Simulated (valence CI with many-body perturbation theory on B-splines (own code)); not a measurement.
# Tm46+: E2, M1 decay

Calculated by configuration interaction combined with many-body perturbation theory (CI+MBPT): five valence electrons over a frozen Dirac-Fock core [Ar], radial functions for each j: 7 s, 7 p, 8 d, 6 f, 4 g, 1 h, with the one-electron correlation potential Σ1, the two-electron term Σ2, the three-electron term Σ3, Breit, model QED; selected CI, second order for the rest (own B-spline code, finite nucleus).

The last digits are not significant, and no measured levels were compared; by estimate large intervals hold to a few tenths of a per cent, small ones and those within an open d or f shell to about a per cent. Only levels of the ground parity were solved; by the run's estimate the other parity begins above the list, which can be wrong where configurations are misplaced.

Lines 1 to 50 of 120 in falling wavelength, among levels below 1778600 cm⁻¹, chosen from the decays that carry over 1 % of a level's rate. Wavelengths and rates use the calculated energies. Electric multipoles are in the length gauge, E1 and E2 with the static RPA response of the core. Weak lines are less certain than strong ones. Lines between different terms over intervals too small for the method are left out, as are lines whose strength nearly cancels. Branching is blank where the lifetime is uncertain.

Levels are named by their leading jj configuration (3d3/2^4 stands for four electrons in 3d with j = 3/2), which in mixed levels can hold well under half, so a name can repeat and another be missing. Letters in brackets count levels of one name in rising energy.

| λ vac (Å) | Upper | Lower | Type | A (s⁻¹) | Branch % |
| --- | --- | --- | --- | --- | --- |
| 9182 | (3d3/2^3 3d5/2^2) J=11/2 | (3d3/2^3 3d5/2^2) J=7/2 [a] | E2 | 3.55e-08 |  |
| 2622 | (3d3/2^3 3d5/2^2) J=9/2 | (3d3/2^3 3d5/2^2) J=11/2 | M1 | 4.99e+02 | 28.5 |
| 2039 | (3d3/2^3 3d5/2^2) J=9/2 | (3d3/2^3 3d5/2^2) J=7/2 [a] | M1 | 1.19e+03 | 68.0 |
| 1621 | (3d3/2^3 3d5/2^2) J=5/2 [b] | (3d3/2^3 3d5/2^2) J=3/2 [a] | M1 | 1.91e+03 | 3.4 |
| 1210 | (3d3/2^3 3d5/2^2) J=1/2 | (3d3/2^3 3d5/2^2) J=3/2 [a] | M1 | 1.37e+04 | 98.5 |
| 1129 | (3d3/2^3 3d5/2^2) J=7/2 [a] | (3d3/2^3 3d5/2^2) J=5/2 [a] | M1 | 6.63e+03 | 1.2 |
| 914.4 | (3d3/2^3 3d5/2^2) J=7/2 [b] | (3d3/2^3 3d5/2^2) J=7/2 [a] | M1 | 2.97e+03 | 5.9 |
| 781.8 | (3d3/2^2 3d5/2^3) J=7/2 [b] | (3d3/2^2 3d5/2^3) J=7/2 [a] | M1 | 5.03e+03 | 1.0 |
| 779.1 | (3d3/2^3 3d5/2^2) J=3/2 [b] | (3d3/2^3 3d5/2^2) J=1/2 | M1 | 2.74e+03 | 1.7 |
| 763.7 | (3d3/2^2 3d5/2^3) J=1/2 [b] | (3d3/2^2 3d5/2^3) J=3/2 [a] | M1 | 2.35e+04 | 1.6 |
| 691.9 | (3d3/2^2 3d5/2^3) J=9/2 [c] | (3d3/2^2 3d5/2^3) J=9/2 [b] | M1 | 2.04e+04 | 3.6 |
| 669.8 | (3d3/2^3 3d5/2^2) J=3/2 [b] | (3d3/2^3 3d5/2^2) J=5/2 [b] | M1 | 8.37e+03 | 5.2 |
| 616.8 | (3d3/2^3 3d5/2^2) J=5/2 [b] | (3d3/2^3 3d5/2^2) J=5/2 [a] | M1 | 3.92e+04 | 69.3 |
| 560.9 | (3d3/2^2 3d5/2^3) J=3/2 [c] | (3d3/2^2 3d5/2^3) J=1/2 [b] | M1 | 1.38e+04 | 2.3 |
| 499.7 | (3d3/2^2 3d5/2^3) J=1/2 [a] | (3d3/2^3 3d5/2^2) J=3/2 [b] | M1 | 7.60e+04 | 4.4 |
| 476.7 | (3d3/2^2 3d5/2^3) J=3/2 [a] | (3d3/2^3 3d5/2^2) J=3/2 [b] | M1 | 2.59e+04 | 1.0 |
| 474.0 | (3d3/2^3 3d5/2^2) J=3/2 [b] | (3d3/2^3 3d5/2^2) J=3/2 [a] | M1 | 2.21e+04 | 13.6 |
| 472.6 | (3d3/2^2 3d5/2^3) J=3/2 [b] | (3d3/2^2 3d5/2^3) J=5/2 [a] | M1 | 1.24e+04 | 1.8 |
| 454.4 | (3d3/2^2 3d5/2^3) J=5/2 [b] | (3d3/2^3 3d5/2^2) J=3/2 [b] | M1 | 5.12e+04 | 3.7 |
| 440.0 | (3d3/2^2 3d5/2^3) J=3/2 [c] | (3d3/2^2 3d5/2^3) J=5/2 [c] | M1 | 3.38e+04 | 5.7 |
| 353.6 | (3d3/2^2 3d5/2^3) J=9/2 [a] | (3d3/2^3 3d5/2^2) J=7/2 [b] | M1 | 9.72e+04 | 10.5 |
| 342.8 | (3d3/2^2 3d5/2^3) J=5/2 [c] | (3d3/2^3 3d5/2^2) J=3/2 [b] | M1 | 2.71e+05 | 15.2 |
| 334.7 | (3d3/2^2 3d5/2^3) J=7/2 [a] | (3d3/2^3 3d5/2^2) J=5/2 [b] | M1 | 2.05e+05 | 14.8 |
| 333.9 | (3d3/2^2 3d5/2^3) J=5/2 [a] | (3d3/2^3 3d5/2^2) J=3/2 [a] | M1 | 3.22e+04 | 1.2 |
| 333.2 | (3d3/2^2 3d5/2^3) J=3/2 [b] | (3d3/2^3 3d5/2^2) J=3/2 [b] | M1 | 9.26e+03 | 1.3 |
| 322.2 | (3d3/2^2 3d5/2^3) J=5/2 [d] | (3d3/2^2 3d5/2^3) J=5/2 [b] | M1 | 6.14e+04 | 3.0 |
| 321.1 | (3d3/2^2 3d5/2^3) J=5/2 [a] | (3d3/2^3 3d5/2^2) J=7/2 [a] | M1 | 1.90e+05 | 7.4 |
| 321.1 | (3d3/2^3 3d5/2^2) J=3/2 [b] | (3d3/2^3 3d5/2^2) J=5/2 [a] | M1 | 1.82e+04 | 11.2 |
| 315.2 | (3d3/2^3 3d5/2^2) J=5/2 [a] | (3d3/2^4 3d5/2) J=5/2 | M1 | 1.12e+06 | 100.0 |
| 311.9 | (3d3/2^2 3d5/2^3) J=5/2 [d] | (3d3/2^2 3d5/2^3) J=3/2 [a] | M1 | 5.73e+04 | 2.8 |
| 309.3 | (3d3/2^2 3d5/2^3) J=7/2 [a] | (3d3/2^3 3d5/2^2) J=9/2 | M1 | 3.25e+05 | 23.5 |
| 307.7 | (3d3/2 3d5/2^4) J=7/2 [a] | (3d3/2^2 3d5/2^3) J=5/2 [c] | M1 | 1.87e+05 | 6.6 |
| 304.7 | (3d3/2^2 3d5/2^3) J=11/2 | (3d3/2^3 3d5/2^2) J=9/2 | M1 | 1.30e+05 | 13.8 |
| 304.4 | (3d3/2^2 3d5/2^3) J=1/2 [a] | (3d3/2^3 3d5/2^2) J=1/2 | M1 | 5.61e+05 | 32.7 |
| 299.8 | (3d3/2^2 3d5/2^3) J=5/2 [b] | (3d3/2^3 3d5/2^2) J=7/2 [b] | M1 | 1.34e+05 | 9.6 |
| 295.8 | (3d3/2^2 3d5/2^3) J=3/2 [a] | (3d3/2^3 3d5/2^2) J=1/2 | M1 | 1.06e+05 | 4.1 |
| 293.5 | (3d3/2^2 3d5/2^3) J=1/2 [b] | (3d3/2^3 3d5/2^2) J=3/2 [b] | M1 | 1.83e+04 | 1.3 |
| 291.4 | (3d3/2^2 3d5/2^3) J=9/2 [a] | (3d3/2^3 3d5/2^2) J=9/2 | M1 | 9.61e+03 | 1.0 |
| 285.9 | (3d3/2 3d5/2^4) J=3/2 [a] | (3d3/2^2 3d5/2^3) J=5/2 [c] | M1 | 2.54e+05 | 7.1 |
| 285.4 | (3d3/2 3d5/2^4) J=5/2 [a] | (3d3/2^2 3d5/2^3) J=3/2 [a] | M1 | 2.12e+05 | 6.5 |
| 279.8 | (3d3/2 3d5/2^4) J=7/2 [a] | (3d3/2^2 3d5/2^3) J=9/2 [b] | M1 | 2.01e+05 | 7.1 |
| 278.5 | (3d3/2^2 3d5/2^3) J=3/2 [a] | (3d3/2^3 3d5/2^2) J=5/2 [b] | M1 | 4.35e+05 | 16.9 |
| 272.9 | (3d3/2^2 3d5/2^3) J=11/2 | (3d3/2^3 3d5/2^2) J=11/2 | M1 | 8.09e+05 | 86.2 |
| 270.7 | (3d3/2^2 3d5/2^3) J=5/2 [b] | (3d3/2^3 3d5/2^2) J=5/2 [b] | M1 | 5.32e+05 | 38.4 |
| 270.1 | (3d3/2 3d5/2^4) J=11/2 | (3d3/2^2 3d5/2^3) J=9/2 [b] | M1 | 1.85e+05 | 8.1 |
| 268.6 | (3d3/2^2 3d5/2^3) J=7/2 [a] | (3d3/2^3 3d5/2^2) J=7/2 [a] | M1 | 4.94e+05 | 35.8 |
| 268.2 | (3d3/2^2 3d5/2^3) J=9/2 [b] | (3d3/2^3 3d5/2^2) J=7/2 [b] | M1 | 1.49e+05 | 8.6 |
| 262.5 | (3d3/2^2 3d5/2^3) J=5/2 [d] | (3d3/2^2 3d5/2^3) J=7/2 [a] | M1 | 4.14e+05 | 20.4 |
| 262.3 | (3d3/2^2 3d5/2^3) J=9/2 [a] | (3d3/2^3 3d5/2^2) J=11/2 | M1 | 3.27e+05 | 35.2 |
| 255.8 | (3d3/2^2 3d5/2^3) J=7/2 [b] | (3d3/2^3 3d5/2^2) J=7/2 [b] | M1 | 1.57e+05 | 31.3 |
